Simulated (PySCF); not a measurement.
Fill in the blanks.

Compound: C2H5Cl2NSi2.
Atom-mapped SMILES: `[N:1]#[C:2][SiH2:3][SiH2:4][CH:5]([Cl:6])[Cl:7]` (hydrogens: H8, H9 on Si3; H10, H11 on Si4; H12 on C5)

Geometry (GFN2-xTB, Å), atoms numbered from 1 in this order:
```
atom  x, y, z in Å
N1     2.9212    1.9782    0.5592
C2     2.3591    0.9866    0.4448
Si3    1.4265   -0.6209    0.2396
Si4   -0.4669   -0.2006   -1.0363
C5    -1.9172    0.1508    0.1881
Cl6   -2.1978   -1.2878    1.1954
Cl7   -1.4752    1.5319    1.2249
H8     2.3865   -1.4947   -0.4459
H9     1.2110   -1.0967    1.6083
H10   -0.9436   -1.3337   -1.8372
H11   -0.4310    0.9879   -1.8944
H12   -2.8713    0.3984   -0.2725
```

| property | level | value |
| --- | --- | --- |
| point group of the GFN2-xTB geometry | GFN2-xTB | C1 |
| rotational constants A, B, C of the GFN2-xTB geometry | GFN2-xTB | ? |
| dipole moment | CAM-B3LYP/def2-SVPD | 4.28 D |
| HOMO energy | CAM-B3LYP/def2-SVPD | -9.91 eV |
| LUMO energy | CAM-B3LYP/def2-SVPD | -0.29 eV |
| lowest singlet excitation | TDDFT CAM-B3LYP/def2-SVPD | 6.42 eV (193 nm, f = 0.008) |
| strongest line among the 8 lowest singlet transitions | TDDFT CAM-B3LYP/def2-SVPD | ? |
| lowest triplet excitation (Tamm–Dancoff) | TDA CAM-B3LYP/def2-SVPD | ? |
| static isotropic polarisability | CAM-B3LYP/def2-SVPD | ? |
| electronic spatial extent ⟨r²⟩ about the centre of nuclear charge | CAM-B3LYP/def2-SVPD | 1781 bohr² |
| 13C chemical shifts (computed TMS as zero) by class | GIAO PBE0/pcSseg-1 | 121.2 (C2), 72.5 (C5) ppm |
| 1H chemical shifts (computed TMS as zero) by class | GIAO PBE0/pcSseg-1 | 5.97 (H12), 4.53 (H8/H9), 4.51 (H10/H11) ppm |
| isotropic shieldings of nuclei other than C and H, by class | GIAO PBE0/pcSseg-1 | -104 (N1), 398 (Si4), 454 (Si3), 707 (Cl6/Cl7) ppm |

Gas-phase values; electronic properties from PySCF, density fitting. One conformer (not necessarily the lowest) at the GFN2-xTB geometry, without solvent or vibrations. The shieldings hold no spin–orbit term; for a carbon that bears several chlorines this term is known to matter. NMR classes are plain means over equivalent atoms (diastereotopic ones count apart unless rotation or inversion swaps them), as if these changed places fast; in this geometry the members of some classes differ.

Question: Give the rotational constants A, B, C of the GFN2-xTB geometry.

Answer: 1.691, 0.756, 0.644 GHz.

Question: The static isotropic polarisability?

Answer: 107.0 au.

Question: Give the strongest line among the 8 lowest singlet transitions.

Answer: S8 at 7.36 eV (168 nm, f = 0.027).

Question: The lowest triplet excitation (Tamm–Dancoff)?

Answer: 5.84 eV.

The rotational constants make it an asymmetric top with κ = (2B − A − C)/(A − C) = -0.79, nearer the prolate limit (−1). The polarisability is 15.86 Å³ as a volume (1 au = 0.148185 Å³), or 1.24 au for each of the 86 electrons. The vertical singlet–triplet gap S1 − T1 is 0.58 eV (TDDFT singlet less Tamm–Dancoff triplet; S1: HOMO→LUMO, weight 0.54; T1: HOMO→LUMO, weight 0.40).
